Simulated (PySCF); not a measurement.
BrClFHOSi, SMILES O[Si](F)(Cl)Br.

Coordinates come from a B3LYP-D3(BJ)/def2-SVP optimisation. One conformer was computed; it need not be the lowest.

Computed with PySCF 2.14.0 with TDA-ωB97X/def2-SVPD.

Vertical excitations. 

```csv
state,energy (eV),λ (nm),f,main pairs
S1,7.42,167,0.024,"HOMO→LUMO 35 %, HOMO−1→LUMO 35 %, HOMO−1→LUMO+1 9 %, HOMO→LUMO+1 7 %"
S2,7.43,167,0.028,"HOMO→LUMO 36 %, HOMO−1→LUMO 36 %, HOMO−1→LUMO+1 8 %, HOMO→LUMO+1 7 %"
S3,8.53,145,0.023,"HOMO−2→LUMO 55 %, HOMO−1→LUMO+1 10 %, HOMO−2→LUMO+2 9 %"
S4,8.64,143,0.009,"HOMO−1→LUMO+1 38 %, HOMO−2→LUMO 12 %, HOMO−1→LUMO 10 %, HOMO−2→LUMO+1 7 %"
S5,8.70,142,0.070,"HOMO−3→LUMO 46 %, HOMO−3→LUMO+1 10 %, HOMO−3→LUMO+2 8 %"
S6,8.80,141,0.062,"HOMO→LUMO+1 50 %, HOMO→LUMO 12 %, HOMO→LUMO+2 11 %"
S7,9.10,136,0.014,"HOMO→LUMO+5 36 %, HOMO→LUMO+4 14 %, HOMO→LUMO+6 11 %, HOMO→LUMO+3 7 %"
S8,9.19,135,0.080,"HOMO−4→LUMO 20 %, HOMO→LUMO+5 17 %, HOMO−5→LUMO 13 %, HOMO−2→LUMO+1 9 %"
S9,9.26,134,0.019,"HOMO−1→LUMO+5 24 %, HOMO−4→LUMO 19 %, HOMO−1→LUMO+6 15 %, HOMO−1→LUMO+4 11 %"
S10,9.31,133,0.003,"HOMO→LUMO+6 28 %, HOMO−1→LUMO+6 14 %, HOMO−1→LUMO+5 9 %, HOMO−5→LUMO 6 %"
T1,6.84,181,0,"HOMO→LUMO 57 %, HOMO→LUMO+1 19 %"
T2,6.87,181,0,"HOMO−1→LUMO 59 %, HOMO−1→LUMO+1 17 %"
T3,7.95,156,0,"HOMO−3→LUMO 41 %, HOMO−2→LUMO 15 %, HOMO−3→LUMO+1 9 %"
T4,8.03,154,0,"HOMO−2→LUMO 45 %, HOMO−3→LUMO 13 %, HOMO−2→LUMO+2 12 %"
```
Triplets are in the Tamm–Dancoff approximation.
